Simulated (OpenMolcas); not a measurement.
# Cr2+: input and output

Input:

```
&GATEWAY
Coord
1

Cr 0.0 0.0 0.0
Basis=ANO-RCC-VTZP
Group=XYZ
NoMove
AngMom=0.0 0.0 0.0
AMFI
&SEWARD
* reference wave functions (RASSCF and RASSI steps not shown): 4 electrons in 5 orbitals (3d)
>>> COPY JOB001 $Project.JobIph
&CASPT2
Multistate=5 1 2 3 4 5
Frozen=2 3
IPEA=0.25
Imaginary=0.1
MaxIter=60
WThr=0.0 0.3 0.05
PrWF=0.5
NoMix
>>> COPY JOB002 $Project.JobIph
&CASPT2
Multistate=45 1 2 3 4 5 6 7 8 9 10 11 12 13 14 15 16 17 18 19 20 21 22
23 24 25 26 27 28 29 30 31 32 33 34 35 36 37 38 39 40 41 42 43 44 45
Frozen=2 3
IPEA=0.25
Imaginary=0.1
MaxIter=60
WThr=0.0 0.3 0.05
PrWF=0.5
NoMix
>>> COPY JOB003 $Project.JobIph
&CASPT2
Multistate=50 1 2 3 4 5 6 7 8 9 10 11 12 13 14 15 16 17 18 19 20 21 22
23 24 25 26 27 28 29 30 31 32 33 34 35 36 37 38 39 40 41 42 43 44 45 46
47 48 49 50
Frozen=2 3
IPEA=0.25
Imaginary=0.1
MaxIter=60
WThr=0.0 0.3 0.05
PrWF=0.5
NoMix
```

Launched by
```bash
OMP_NUM_THREADS=1 MOLCAS_MEM=1689 MOLCAS_PROJECT=a pymolcas a.inp > a.log  # once for each step of the input, in one work folder
```

Output, cut to the results:

```
--- CASPT2 ---
Orbital specifications:
      -----------------------

      Symmetry species                           1   2
                                                ag  au
      Frozen orbitals                            2   3
      Inactive orbitals                          1   3
      Active orbitals                            5   0
      Secondary orbitals                        22  23
      Deleted orbitals                           0   0
      Number of basis functions                 30  29
Type of calculation                        MS-CASPT2
      Fock operator                              state-specific
      IPEA shift                                 0.25
      Real shift                                 0.00
      Imaginary shift                            0.10
      The input orbitals will be transformed to quasi-canonical
Reference energy:       -1048.8702984308
      E2 (Non-variational):      -0.3820516746
      Shift correction:          -0.0001099451
      E2 (Variational):          -0.3821616198
      Total energy:           -1049.2524600506
      Residual norm:              0.0000005865
      Reference weight:           0.94781
      Contributions to the CASPT2 correlation energy
      Active & Virtual Only:         -0.0473260183
      One Inactive Excited:          -0.1889533094
      Two Inactive Excited:          -0.1457723469
Reference energy:       -1048.8702984308
      E2 (Non-variational):      -0.3820740992
      Shift correction:          -0.0001099875
      E2 (Variational):          -0.3821840867
      Total energy:           -1049.2524825175
      Residual norm:              0.0000007233
      Reference weight:           0.94780
      Contributions to the CASPT2 correlation energy
      Active & Virtual Only:         -0.0473258692
      One Inactive Excited:          -0.1889767368
      Two Inactive Excited:          -0.1457714933
::    CASPT2 Root  1     Total energy:  -1049.25246005
::    CASPT2 Root  2     Total energy:  -1049.25248252
::    CASPT2 Root  3     Total energy:  -1049.25247439
::    CASPT2 Root  4     Total energy:  -1049.25253180
::    CASPT2 Root  5     Total energy:  -1049.25243637
::    MS-CASPT2 Root  1     Total energy:  -1049.25253393
::    MS-CASPT2 Root  2     Total energy:  -1049.25249954
::    MS-CASPT2 Root  3     Total energy:  -1049.25247359
::    MS-CASPT2 Root  4     Total energy:  -1049.25244997
::    MS-CASPT2 Root  5     Total energy:  -1049.25242810
--- CASPT2 ---
Orbital specifications:
      -----------------------

      Symmetry species                           1   2
                                                ag  au
      Frozen orbitals                            2   3
      Inactive orbitals                          1   3
      Active orbitals                            5   0
      Secondary orbitals                        22  23
      Deleted orbitals                           0   0
      Number of basis functions                 30  29
Type of calculation                        MS-CASPT2
      Fock operator                              state-specific
      IPEA shift                                 0.25
      Real shift                                 0.00
      Imaginary shift                            0.10
      The input orbitals will be transformed to quasi-canonical
Reference energy:       -1048.7791780895
      E2 (Non-variational):      -0.3911750845
      Shift correction:          -0.0001188747
      E2 (Variational):          -0.3912939592
      Total energy:           -1049.1704720488
      Residual norm:              0.0000004643
      Reference weight:           0.94609
      Contributions to the CASPT2 correlation energy
      Active & Virtual Only:         -0.0512046549
      One Inactive Excited:          -0.1991593459
      Two Inactive Excited:          -0.1408110837
Reference energy:       -1048.7791780895
      E2 (Non-variational):      -0.3912137133
      Shift correction:          -0.0001189320
      E2 (Variational):          -0.3913326453
      Total energy:           -1049.1705107348
      Residual norm:              0.0000004063
      Reference weight:           0.94607
      Contributions to the CASPT2 correlation energy
      Active & Virtual Only:         -0.0512760721
      One Inactive Excited:          -0.1991168401
      Two Inactive Excited:          -0.1408208011
::    CASPT2 Root  1     Total energy:  -1049.17047205
::    CASPT2 Root  2     Total energy:  -1049.17051073
::    CASPT2 Root  3     Total energy:  -1049.17047078
::    CASPT2 Root  4     Total energy:  -1049.17055072
::    CASPT2 Root  5     Total energy:  -1049.17054042
::    CASPT2 Root  6     Total energy:  -1049.17052871
::    CASPT2 Root  7     Total energy:  -1049.17055875
::    CASPT2 Root  8     Total energy:  -1049.17058217
::    CASPT2 Root  9     Total energy:  -1049.17041379
::    CASPT2 Root 10     Total energy:  -1049.17047852
::    CASPT2 Root 11     Total energy:  -1049.17055912
::    CASPT2 Root 12     Total energy:  -1049.17147310
::    CASPT2 Root 13     Total energy:  -1049.17147351
::    CASPT2 Root 14     Total energy:  -1049.17147700
::    CASPT2 Root 15     Total energy:  -1049.16549421
::    CASPT2 Root 16     Total energy:  -1049.16573093
::    CASPT2 Root 17     Total energy:  -1049.16512908
::    CASPT2 Root 18     Total energy:  -1049.16560315
::    CASPT2 Root 19     Total energy:  -1049.16502438
::    CASPT2 Root 20     Total energy:  -1049.16569372
::    CASPT2 Root 21     Total energy:  -1049.16556339
::    CASPT2 Root 22     Total energy:  -1049.15425209
::    CASPT2 Root 23     Total energy:  -1049.15406460
::    CASPT2 Root 24     Total energy:  -1049.15453916
::    CASPT2 Root 25     Total energy:  -1049.15424716
::    CASPT2 Root 26     Total energy:  -1049.15423131
::    CASPT2 Root 27     Total energy:  -1049.15452411
::    CASPT2 Root 28     Total energy:  -1049.15426037
::    CASPT2 Root 29     Total energy:  -1049.15423795
...
```

Levels above the lowest, from the spin-orbit matrix with the multistate effective Hamiltonian, averaged by term, added to it:

```csv
Configuration,Term,J,E (cm-1),Measured (cm-1),g,Term weight %
3d4,5D,0,0.0,0.0,,100
3d4,5D,1,65.9,62.2,1.501,100
3d4,5D,2,195,183,1.501,100
3d4,5D,3,383,357,1.501,100
3d4,5D,4,624,576,1.501,100
3d4,3P(1),0,17400,16771,,99
3d4,3P(1),1,17800,17169,1.501,100
3d4,3H,4,18190,17274,0.802,99
3d4,3H,5,18330,17397,1.034,99
3d4,3H,6,18490,17531,1.167,100
3d4,3P(1),2,18520,17851,1.501,100
3d4,3F(1),2,19360,18452,0.666,100
3d4,3F(1),3,19420,18511,1.079,98
3d4,3F(1),4,19510,18583,1.246,98
3d4,3G,3,21790,20704,0.754,98
3d4,3G,4,21950,20853,1.052,98
3d4,3G,5,22110,20996,1.199,99
3d4,1G(1),4,26890,25139,1.000,99
3d4,3D,3,26980,25726,1.334,100
3d4,3D,2,27040,25781,1.167,100
3d4,3D,1,27100,25848,0.499,100
3d4,1I,6,27520,26015,1.000,100
3d4,1S(1),0,28900,27372,,100
3d4,1D(1),2,34070,32152,1.000,100
```

Against the 23 measured excited levels shown (Sugar and Corliss, J. Phys. Chem. Ref. Data 6, 317 (1977)) the mean absolute deviation is 930 cm-1; the largest miss in energy is 3d4 1D2(1): computed 34070, measured 32152 cm-1 (+6.0 %), and the largest in proportion 3d4 5D4 (+8.2 %).

Term energies are means over components that CASPT2 splits; among the terms shown or strongly mixed into the levels shown the widest spread is 1400 cm-1 (3d4 1I). Terms from blocks run as CI alone lack orbitals of their own. The CASPT2 spread within a term exceeds the gap to the next term for 3d4 3P(1) and 3d4 3H, 3d4 1G(1) and 3d4 3D, 3d4 3D and 3d4 1I and others, so the order of their levels is uncertain. Computed and measured levels are paired by configuration, term and J; levels that our copy of the source lacks, or whose pairing is in doubt (as where it misses far off the trend of its configuration), stay unpaired and out of the deviations. Levels of configurations outside the active space are missing. The table shows the lowest 24 of 34 levels.

The CASPT2 steps took 26 s on 1 thread of Intel(R) Xeon(R) Platinum 8375C CPU @ 2.90GHz (Ice Lake), with other jobs on the host; the integral step is not counted.

The term weight is that of the spin-free term in the level, not the purity of its configuration. A number in round brackets counts repeated terms of one configuration in the order of the reference energies.
